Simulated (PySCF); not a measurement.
Two species compared at the same levels of theory.

First species: C6H15NSi2.
Atom-mapped SMILES: `[CH3:1][CH:2]([CH3:3])[NH:4][Si@@H:5]1[CH:6]=[CH:7][CH2:8][SiH2:9]1` (hydrogens: H10, H11, H12 on C1; H13 on C2; H14, H15, H16 on C3; H17 on N4; H18 on Si5; H19 on C6; H20 on C7; H21, H22 on C8; H23, H24 on Si9)

Second species: C₇H₄ClFO.
Geometry (GFN2-xTB, Å), atoms numbered from 1 in this order:
```xyz
14
C7H4ClFO angstrom
O      2.9474    1.3043   -0.3570
C      2.3408    0.2956   -0.2246
F      3.0285   -0.8875   -0.1888
C      0.8984    0.0993   -0.0861
C      0.3328   -1.1681    0.0601
C     -1.0347   -1.3034    0.1878
C     -1.8405   -0.1714    0.1692
Cl    -3.5447   -0.3406    0.3287
C     -1.2895    1.0970    0.0240
C      0.0765    1.2295   -0.1034
H      0.9659   -2.0420    0.0733
H     -1.4808   -2.2788    0.3009
H     -1.9308    1.9637    0.0115
H      0.5301    2.2020   -0.2177
```

Levels: PBE0/pcSseg-1 for HOMO energy, LUMO energy and HOMO–LUMO gap. Geometries: GFN2-xTB. All species are isolated and taken at one optimised geometry, non-relativistic unless stated. Electronic properties by PySCF.

The conformers computed, where there is a choice (atom-mapped SMILES and torsion angles):
- `[O:1]=[C:2]([F:3])[c:4]1[cH:5][cH:6][c:7]([Cl:8])[cH:9][cH:10]1`: O1–C2–C4–C5 180°

The conformers of `CC(C)N[Si@@H]1C=CC[SiH2]1` aren't listed.

```json
{"property": "HOMO energy", "column X": "-7.93 eV", "column Y": "-6.36 eV"}
{"property": "LUMO energy", "column X": "-2.25 eV", "column Y": "-0.28 eV"}
{"property": "HOMO–LUMO gap", "column X": "5.68 eV", "column Y": "6.08 eV"}
```

**Question.** Which column belongs to which species?

**Answer.** Column X is the second species and column Y the first. The first has 24 atoms and 86 electrons, the second 14 and 80.

**Question.** How does each property change from the first species to the second?

**Answer.** HOMO energy -1.57 eV; LUMO energy -1.97 eV; HOMO–LUMO gap -0.40 eV.

